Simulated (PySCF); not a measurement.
BMe2(iPr): computed shieldings and shifts

BMe2(iPr), C5H13B, point group C1.

Geometry:
```csv
atom,x (Å),y (Å),z (Å)
B1,0.594,0.506,-0.083
C2,2.166,0.493,-0.039
H3,2.592,-0.191,-0.791
H4,2.457,0.060,0.938
H5,2.652,1.476,-0.122
C6,-0.189,1.869,-0.069
H7,-0.149,2.242,-1.113
H8,0.307,2.645,0.535
H9,-1.253,1.811,0.206
C10,-0.193,-0.874,-0.108
C11,-1.334,-0.909,-1.124
C12,-0.719,-1.120,1.314
H13,0.511,-1.693,-0.347
H14,-0.971,-0.771,-2.155
H15,-2.074,-0.116,-0.927
H16,-1.871,-1.871,-1.090
H17,-1.260,-2.080,1.374
H18,0.093,-1.155,2.059
H19,-1.421,-0.329,1.626
```

GIAO calculations in PySCF on the PBE0-D3(BJ)/def2-SVP structure: isolated species, non-relativistic, equivalent atoms averaged; basis pcSseg-1.

(1) Give the isotropic shieldings (ppm) with B3LYP, PBE0.

(2) And the chemical shifts, against references computed in the same way?

(3) Which part of the shielding of C10 depends on the functional?

(4) What couplings does B3LYP/pcJ-1 (spin–dipole term only in couplings to heteroatoms) give?

## Answers

(1) 
```
                  atoms                            environment  B3LYP   PBE0
                    C10             carbon bonded to 2 C, B, H  149.5  156.2
                C11/C12                carbon bonded to C, 3 H  160.2  166.1
                  C2/C6                carbon bonded to B, 3 H  166.1  170.7
                     B1                    boron bonded to 3 C    7.6   11.8
                    H13  hydrogen on a carbon bonded to 2 C, B  30.09  29.94
H14/H15/H16/H17/H18/H19       hydrogen on a carbon bonded to C  30.50  30.41
      H3/H4/H5/H7/H8/H9       hydrogen on a carbon bonded to B  30.55  30.41
     HOMO–LUMO gap (eV)                                      –   7.20   7.60
```

(2) 
```tsv
atoms	nucleus, reference	B3LYP	PBE0
C10	¹³C, TMS	29.7	28.2
C11/C12	¹³C, TMS	19.0	18.4
C2/C6	¹³C, TMS	13.2	13.7
B1	¹¹B, BF3·OEt2	90.2	89.0
H13	¹H, TMS	1.30	1.32
H14/H15/H16/H17/H18/H19	¹H, TMS	0.88	0.86
H3/H4/H5/H7/H8/H9	¹H, TMS	0.83	0.86
```

(3) Diamagnetic: B3LYP 249, PBE0 249 ppm; paramagnetic: B3LYP -99, PBE0 -93 ppm. The diamagnetic part, set mainly by inner electrons, hardly moves; the paramagnetic part goes with low-lying magnetically allowed excitations and carries the spread.

(4) ¹J(C11,H14) = 132.2, ¹J(C10,H13) = 126.6, ¹J(C2,H3) = 123.0, ¹J(B1,C2) = 51.0, ¹J(B1,C10) = 50.3, ¹J(C10,C11) = 31.6, ²J(H3,H4) = -15.3, ²J(H14,H15) = -13.9, ²J(C2,C6) = 6.2, ²J(B1,H13) = -5.9, ²J(C2,C10) = 4.7, ²J(B1,H3) = -4.5, ²J(C11,H13) = -3.3, ²J(C10,H14) = -2.5 Hz (averaged over equivalent pairs; isotopes ¹³C, ¹H, ¹¹B).
